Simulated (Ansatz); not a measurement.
**Strength of the In–H bond: InH2Cl → InHCl + H**

Species: InH2Cl `[Cl][InH2]`, singlet; InHCl `[Cl][InH]`, doublet; H atom, doublet. 

Shapes, held fixed at every level: PBE0-D4/def2-TZVP. Programs: Ansatz 0.2.0. The zero-point and thermal change to 298 K, harmonic and unscaled (PBE0-D4/def2-TZVP), is -14.7 kJ/mol.

```tsv
level	kind	ΔH(298 K) (kJ/mol)	less CCSD(T)/def2-TZVPP
SPW92/def2-TZVPP	LDA	+309.1	+18.7
PBE-D4/def2-TZVPP	GGA	+268.3	-22.1
r2SCAN-D4/def2-TZVPP	meta-GGA	+275.2	-15.2
B3LYP-D4/def2-TZVPP	global hybrid	+278.2	-12.2
wB97M-V/def2-TZVPP	range-separated hybrid	+292.6	+2.2
B2PLYP/def2-TZVPP	double hybrid	+280.0	-10.4
CCSD(T)/def2-TZVPP	coupled cluster or CI	+290.4	0.0
```

The highest level, CCSD(T)/def2-TZVPP, gives ΔH(298 K) = +290.4 kJ/mol; the levels span +268.3 to +309.1. The column of differences is taken from that level and isn't an error. No measured value is set beside it here. Open shells run unrestricted. For atoms past krypton def2 sets carry core potentials with scalar relativity. Outer-core shells of In are correlated in most correlated rows, in sets that cover them unevenly.
